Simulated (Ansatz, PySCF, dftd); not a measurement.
Species: Si₂H₃, charge 0, doublet. Si2H3 (SMILES [SiH][SiH2], doublet).
B3LYP-D3(BJ)/def2-TZVP minimum from Ansatz (an electronic-structure program):
```
Si
H 1 1.4867
H 1 1.4882 2 107.07
Si 1 2.2898 2 123.22 3 -169.59
H 4 1.5229 1 88.46 2 -175.19
```
Charge 0, spin multiplicity 2.

Wanted: enthalpy of formation at 298 K (by atomisation, with ideal-gas terms from PySCF's Hessian at B3LYP-D3(BJ)/def2-TZVP and the atoms' measured values of the G2/97 table; no spin-orbit terms), in kcal/mol. UHF or UKS for unpaired electrons; spin-orbit terms are left out. Correlated methods leave the cores frozen. Rows without X2C or -DK are non-relativistic. CBS(X,Y): correlation extrapolated as X^-3, Hartree-Fock from the larger set. A bracket is a step between two methods taken in the basis named. Functionals run without relativity, which enters their misses. Double hybrids freeze cores in their MP2 part. 'core' is core correlation in cc-pwCVTZ (1s frozen past Ne), 'X2C' scalar relativity in cc-pVTZ-DK, both at CCSD(T). Where a partner has so few electrons that a lower coupled-cluster level is exact, that level stands in. The UHF reference of H3Si2 ([SiH][SiH2], doublet) is spin-contaminated (<S^2> up to 0.19 over the pure value in the sets run).

```json
[
 {"level": "PBE0-D4/def2-TZVPD", "program": "Ansatz + dftd4", "enthalpy of formation at 298 K (kcal/mol)": "95.1", "difference against the last row": "1.9"},
 {"level": "r2SCANh-D4/def2-TZVPD", "program": "Ansatz + dftd4", "enthalpy of formation at 298 K (kcal/mol)": "91.8", "difference against the last row": "-1.4"},
 {"level": "r2SCANh/def2-TZVPD", "program": "Ansatz", "enthalpy of formation at 298 K (kcal/mol)": "92.4", "difference against the last row": "-0.8"},
 {"level": "B2PLYP-D3(BJ)/def2-TZVPD", "program": "Ansatz + dftd3", "enthalpy of formation at 298 K (kcal/mol)": "97.3", "difference against the last row": "4.1"},
 {"level": "B2GP-PLYP-D3(BJ)/def2-TZVPD", "program": "Ansatz + dftd3", "enthalpy of formation at 298 K (kcal/mol)": "98.2", "difference against the last row": "5.0"},
 {"level": "B2GP-PLYP-D4/def2-TZVPD", "program": "Ansatz + dftd4", "enthalpy of formation at 298 K (kcal/mol)": "100.3", "difference against the last row": "7.1"},
 {"level": "MP2/cc-pV(D+d)Z", "program": "Ansatz", "enthalpy of formation at 298 K (kcal/mol)": "127.2", "difference against the last row": "34.0"},
 {"level": "CCSDT(Q)/cc-pV(D+d)Z", "program": "Ansatz", "enthalpy of formation at 298 K (kcal/mol)": "118.7", "difference against the last row": "25.5"},
 {"level": "CCSDT(Q)/cc-pV(T+d)Z", "program": "Ansatz", "enthalpy of formation at 298 K (kcal/mol)": "101.9", "difference against the last row": "8.7"},
 {"level": "CCSD(T)/CBS(cc-pV(T+d)Z,cc-pV(Q+d)Z) + [CCSDT(Q) - CCSD(T)]/cc-pV(T+d)Z + core + X2C", "program": "Ansatz", "enthalpy of formation at 298 K (kcal/mol)": "93.2", "difference against the last row": "0.0"}
]
```
